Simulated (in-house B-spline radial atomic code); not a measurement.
A run on an ion of nuclear charge 51 with 51.2 electrons that did not converge. Method: scalar-relativistic (X2C) LC-wPBE, spin-polarised, spherical fractional occupations, Fermi nucleus of rms radius 4.6802 fm; computed with an all-electron radial atomic-structure program (B-spline basis).

Command:
```bash
python run_scf.py task.json out
```
Settings (nuclear radius in fm, mass in u):
```
Z                51
configuration    [Kr] 4d10 5s2 5p3.2
hamiltonian      x2c
method           lc_wpbe
spin_polarised   True
nucleus          fermi
rms_radius       4.6802
atomic_mass      120.90381
speed_of_light   137.035999084
```

First and last ten iterations of the last attempt (damped for 15 steps, keeping 80 % of the old Fock matrix, then DIIS):
```
 iter        energy (Eh)    residual
    1       -6478.256820    4.62e-01
    2       -6478.996889    1.97e-01
    3       -6479.784088    1.26e-01
    4       -6480.118005    7.95e-02
    5       -6480.257125    4.97e-02
    6       -6480.314406    3.08e-02
    7       -6480.337926    1.89e-02
    8       -6480.347673    1.23e-02
    9       -6480.351816    9.39e-03
   10       -6480.353662    7.31e-03
  111       -6480.355393    1.21e-03
  112       -6480.355954    1.21e-04
  113       -6480.355954    1.28e-04
  114       -6480.355956    1.35e-04
  115       -6480.355956    9.96e-05
  116       -6480.355955    1.02e-04
  117       -6480.355949    5.75e-05
  118       -6480.355953    4.81e-05
  119       -6480.355956    8.34e-05
  120       -6480.355955    6.97e-05
 not converged after 120 iterations
```

The smallest residual met was 3.5e-05; the threshold is about 5e-07. Over the last five steps the energy moves by less than 2e-05 hartree, but the orbitals didn't meet the threshold. Run time, properties included: 33 s on 1 thread of Arm Neoverse V1 (shared host).
